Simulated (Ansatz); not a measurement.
Consider the cleavage of the Si–B bond: `B[SiH2][B](O)[AlH2]` + `O[SiH2]F` → `B[SiH2]O[SiH2]F` + `O[BH][AlH2]`.

Calculated with Ansatz (gas phase, PBE0-D4/def2-TZVP geometries, no zero-point term in ΔE). CCSD(T)/CBS adds triple-zeta CCSD(T) − MP2 to the extrapolated MP2 energy (def2 sets, frozen cores). Functionals use def2-TZVPP. B3LYP here is the variant with VWN-RPA as its local correlation; programs differ in this. One conformer a species, not always the lowest.

`B[SiH2][B](O)[AlH2]`:

Cartesian coordinates in Å:
```
B 0.866 -1.893 0.883
Si -0.418 -0.861 -0.174
B 0.458 0.946 -0.763
O 1.538 1.190 -1.515
Al -1.099 1.896 0.292
H 1.536 -2.722 0.340
H 1.119 -1.597 2.012
H -1.114 -1.492 -1.328
H -1.529 -0.206 0.655
H 2.023 0.419 -1.821
H -0.888 2.161 1.847
H -2.492 2.160 -0.428
```

`O[SiH2]F`:

Cartesian coordinates in Å:
```
O 0.642 0.663 -0.876
Si -0.266 -0.024 0.290
F 0.654 -0.691 1.410
H 1.116 0.101 -1.490
H -1.035 1.068 0.915
H -1.111 -1.116 -0.248
```

`B[SiH2]O[SiH2]F`:

```xyz
11

B    -0.352   -1.949   -0.520
Si    0.849   -0.801    0.600
O     0.604    0.824    0.443
Si   -0.381    1.956   -0.154
F    -1.867    1.702    0.370
H    -1.179   -1.518   -1.269
H    -0.239   -3.138   -0.448
H     2.267   -1.077    0.231
H     0.675   -1.159    2.036
H    -0.432    1.884   -1.632
H     0.054    3.276    0.342
```

`O[BH][AlH2]`:

```xyz
7

O     0.175    1.670    0.403
B     0.489    0.350    0.461
Al   -0.651   -1.048   -0.704
H     0.734    2.226    0.955
H     1.411    0.029    1.180
H    -1.947   -1.767   -0.115
H    -0.210   -1.461   -2.180
```

| level | ΔE (kcal/mol) |
| --- | --- |
| PBE0-D4 | -21.8 |
| B3LYP-D4 | -28.1 |
| PBE0 | -22.2 |
| MP2/def2-TZVPP | -30.5 |
| CCSD(T)/def2-TZVPP | -28.6 |
| HF/CBS(def2) | -44.4 |
| MP2/CBS(def2) | -30.5 |
| CCSD/CBS(def2) | -31.5 |

**Question.** What does CCSD(T)/CBS give? (Estimate.)

**Answer.** Ansatz gave: -28.6 kcal/mol. The listed levels differ from it by 6.8, 0.5, 6.4, -1.9, 0.0, -15.8, -1.9, -2.9 kcal/mol.

Largest T1 diagnostic among the species: 0.020, so the coupled-cluster value is less sure than usual.

From PBE to PBE0 (25 % exact exchange), in def2-TZVPP and without D4, ΔE moves by −5.4 kcal/mol. In def2-TZVPP, CCSD(T) changes the Hartree–Fock value by +15.1 kcal/mol (the triples alone add +2.9 kcal/mol) and MP2 by +13.2 kcal/mol.
